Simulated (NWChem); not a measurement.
# HfIF3; SMILES [F][Hf]([F])([F])[I]

```xyz
5

Hf     0.0000     0.0000     0.8118
F      1.2603     1.2603     1.4593
F      0.4613    -1.7216     1.4593
F     -1.7216     0.4613     1.4593
I      0.0000     0.0000    -1.9002
```
Atoms are numbered in this order, from 1.

Level: PBE0/def2-SVP with def2 effective core potentials on I, Hf (NWChem), optimised geometry, unscaled harmonic frequencies. def2 effective core potentials on I, Hf; no spin-orbit coupling.

Q: List the harmonic frequencies with IR intensities, and the thermochemistry.

A: 
| frequency (cm⁻¹) | IR intensity (km/mol) |
|---|---|
| 102 | 4.8 |
| 102 | 4.8 |
| 139 | 4.8 |
| 159 | 9.0 |
| 159 | 9.0 |
| 220 | 41.2 |
| 682 | 117.8 |
| 682 | 117.8 |
| 685 | 88.2 |

| Property | Value |
|---|---|
| zero-point energy | 4.2 kcal/mol |
| thermal correction to the enthalpy at 298.15 K (with zero-point energy) | 9.2 kcal/mol |
| heat capacity Cv | 19.9 cal/(mol K) |
| entropy at 298.15 K and 1 atm (symmetry number 3) | 89.1 cal/(mol K) |

Rigid rotor and harmonic oscillator.
